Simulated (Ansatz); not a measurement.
Wavefunction ladder for `C[Se][GaH2]`

```xyz
8

C     1.1949   -0.5598    0.5998
Se   -0.5395    0.0593    1.2727
Ga   -1.5313    0.7095   -0.7051
H     1.3111   -1.6087    0.8645
H     1.9768    0.0308    1.0724
H     1.2441   -0.4428   -0.4807
H    -2.9788    1.2859   -0.6194
H    -0.6773    0.5258   -2.0042
```

The species carries charge 0 and has multiplicity 1. Correlated methods include outer-core shells of Ga, Se, which these sets cover unevenly. Scalar relativity is left out up to krypton. Geometry: relaxed with PBE0-D4/def2-TZVP. Frozen core, restricted reference, the Gaussian-basis code of Ansatz.

| basis | HF (Eh) | MP2 corr. | CCSD corr. | (T) | CCSD(T) total |
| --- | --- | --- | --- | --- | --- |
| def2-SVP | ? | -0.59908 | ? | -0.01886 | ? |
| def2-TZVPP | ? | ? | -0.70746 | -0.02786 | ? |
| def2-QZVPP | -4363.99944 | -1.24739 | – | – | – |

Q: Fill in the withheld values. (An estimate is asked.)

A: Ansatz gave: def2-SVP HF (Eh): -4363.31724; def2-SVP CCSD corr.: -0.61833; def2-SVP CCSD(T) total: -4363.95443; def2-TZVPP HF (Eh): -4363.90973; def2-TZVPP MP2 corr.: -0.68525; def2-TZVPP CCSD(T) total: -4364.64505.
